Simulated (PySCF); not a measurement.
Relaxation of doublet HCeO

Computed with PySCF, UPBE, basis Ce def2-SVP with ECP28, O def2-SVP, H def2-SVP (scalar-relativistic core potentials, no spin–orbit coupling, density fitting). A (50,194) grid was used.

A hand-made linear start, of C∞v symmetry, held to at least that symmetry:

Coordinates in bohr (charge 0 multiplicity 2):
```
Ce    0.0000    0.0000    0.3500
O     0.0000    0.0000   -3.3160
H     0.0000    0.0000    4.0350
```

(1) What does it relax to?

(2) How much energy is released, and in how many steps?

Answers

(1) It ends at C∞v with Ce–H 2.241 Å, Ce–O 1.810 Å; H–Ce–O 180.0°. No frequency check is given, so it may be a saddle point. Other isomers or separated fragments may lie lower.

(2) 47.7 kJ/mol in 6 steps.

With open d or f shells other occupations or spin states may lie lower. The pruned grid is coarse for the open f shell: energies are uncertain by about 2 kJ/mol and soft modes are noisy. With an element this heavy the missing spin–orbit coupling can shift these numbers.
